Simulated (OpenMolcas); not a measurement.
Computed levels of 2s² 2p² in ions with 6 electrons, in cm-1 above ³P₀.

* Program: OpenMolcas
* Method: RASSCF
* Basis: ANO-R2
* Scalar Hamiltonian: X2C, finite nucleus
* Spin-orbit coupling: state interaction with AMFI integrals over the reference wave functions, term energies averaged over their components

Active space for each ion: 4 electrons in 9 orbitals (RAS2 2s 2p; RAS3 3d, at most 2 electrons).

```csv
Level,C,N+,O2+,Ne4+
³P₁,14.8,43.6,102,387
³P₂,44.1,130,302,1118
¹D₂,12661,17497,22314,32412
¹S₀,26317,36492,46589,67394
```

Question: Estimate ³P₂, ¹D₂, ¹S₀ for F3+ from its neighbours O2+ and Ne4+.

Answer: ³P₂ is fine structure, which grows about as the fourth power of a screened charge, so the fourth roots are averaged: ((302^0.25 + 1118^0.25) / 2)^4 = 613. The calculation gives 621, so the estimate is off by -1.3 %; the measured value is 613 (Moore, Atomic Energy Levels, vol. I, NSRDS-NBS 35 (1971 reprint of NBS Circular 467, 1949)).
¹D₂ is another term, which grows about linearly with the charge: (22314 + 32412) / 2 = 27363. The calculation gives 27357, so the estimate is off by 0 %; the measured value is 25241 (Moore, Atomic Energy Levels, vol. I, NSRDS-NBS 35 (1971 reprint of NBS Circular 467, 1949)).
¹S₀ is another term, which grows about linearly with the charge: (46589 + 67394) / 2 = 56992. The calculation gives 57114, so the estimate is off by -0.2 %; the measured value is 53544 (Moore, Atomic Energy Levels, vol. I, NSRDS-NBS 35 (1971 reprint of NBS Circular 467, 1949)).

Active for correlation alone: 3d; no level in the range computed is led by a configuration that fills it, so any true level of that kind is missing. Without dynamic correlation excited terms often stand tens of per cent too high (terms of higher spin than the ground term too low), and those without a measured partner can miss by more than the paired ones (holds for C; N+). Measured partners are found by configuration, term and J. A level has none where our copy of the source lacks it or the pairing is in doubt (some pairs that miss far off the trend of their configuration count as doubtful), and it then counts in no deviation. Only configurations of the active space appear.
